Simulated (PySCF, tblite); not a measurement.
Isomers of C7H7FN (doublet state), one GFN2-xTB conformer each. Single-point energies are computed at B3LYP/pcH-1 (PySCF, gas phase, no added dispersion term), electronic only. GFN2-xTB treats the open shell by occupation alone, and not every SCF solution was tested for stability.

```
                      SMILES  GFN2-xTB relative energy (kcal/mol)
            Cc1ccc([NH])cc1F                                  0.0
[H]/N=C\C1=C[CH][C@H](F)C=C1                                 20.9
              [NH]c1ccccc1CF                                  4.6
```

Conformers: `[CH3:1][c:2]1[cH:3][cH:4][c:5]([NH:6])[cH:7][c:8]1[F:9]` (doublet state) with C4–C5–N6–H 180°; `[H]/[N:1]=[CH:2]\[C:3]1=[CH:4][CH:5][C@H:6]([F:7])[CH:8]=[CH:9]1` (doublet state) with N1–C2–C3–C4 -4°; `[NH:1][c:2]1[cH:3][cH:4][cH:5][cH:6][c:7]1[CH2:8][F:9]` (doublet state) with H–N1–C2–C3 0°, C6–C7–C8–F9 0°.

Task: What does B3LYP/pcH-1 give for the same structures?

Result: 
```csv
SMILES,B3LYP/pcH-1 E (Eh),B3LYP/pcH-1 (kcal/mol),GFN2-xTB (kcal/mol),point group
Cc1ccc([NH])cc1F,-425.53635,0.0,0.0,–
[NH]c1ccccc1CF,-425.53150,3.0,4.6,Cs
[H]/N=C\C1=C[CH][C@H](F)C=C1,-425.50416,20.2,20.9,C1
```

Both levels put the same isomer lowest; measured from each level's own lowest isomer, the values differ by up to 1.6 kcal/mol ([NH]c1ccccc1CF: 4.6 against 3.0). Neighbours under 5.0 kcal/mol apart (Cc1ccc([NH])cc1F and [NH]c1ccccc1CF) can change places with a better method, another conformer or zero-point energy.

Task: What happens when harmonic zero-point energies from GFN2-xTB frequencies are added?

Result: 
| SMILES | ZPE (kcal/mol) | electronic (kcal/mol) | with ZPE (kcal/mol) |
| --- | --- | --- | --- |
| Cc1ccc([NH])cc1F | 75.1 | 0.0 | 0.0 |
| [NH]c1ccccc1CF | 75.4 | 3.0 | 3.3 |
| [H]/N=C\C1=C[CH][C@H](F)C=C1 | 74.7 | 20.2 | 19.9 |

The zero-point energies span 0.7 kcal/mol. The order is unchanged.

Task: As an exercise, what shares would exp(−E/RT) give at 2000 K from these electronic energies alone (no entropy, no degeneracies)?

Result: RT = 3.974 kcal/mol: Cc1ccc([NH])cc1F 68.0 %, [NH]c1ccccc1CF 31.6 %, [H]/N=C\C1=C[CH][C@H](F)C=C1 0.4 %.
